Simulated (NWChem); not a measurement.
Molecule: CH₆BFOSi; SMILES B(F)(OC)[SiH3]

```xyz
11

B     -0.6265     0.1013     0.0000
F     -1.9450    -0.0778     0.0000
O     -0.2153     1.3785     0.0000
C      1.1226     1.7990     0.0000
H      1.3114     2.4147    -0.8924
H      1.3114     2.4147     0.8924
H      1.8332     0.9548     0.0000
Si     0.5985    -1.5382     0.0000
H      1.4927    -1.5382     1.2030
H      1.4927    -1.5382    -1.2030
H     -0.1972    -2.8018     0.0000
```
Atoms are numbered in this order, from 1.

All runs: NWChem. Pople sets run with spherical d functions. Geometry: optimised at PBE0/def2-SVP.

**Question.** Order these by “dipole (D)”, lowest first: Hartree-Fock/6-31G*; Hartree-Fock/STO-3G; Hartree-Fock/6-311++G**; Hartree-Fock/3-21G.

**Answer.** Hartree-Fock/STO-3G (1.64), Hartree-Fock/6-31G* (2.42), Hartree-Fock/6-311++G** (2.63), Hartree-Fock/3-21G (2.92)
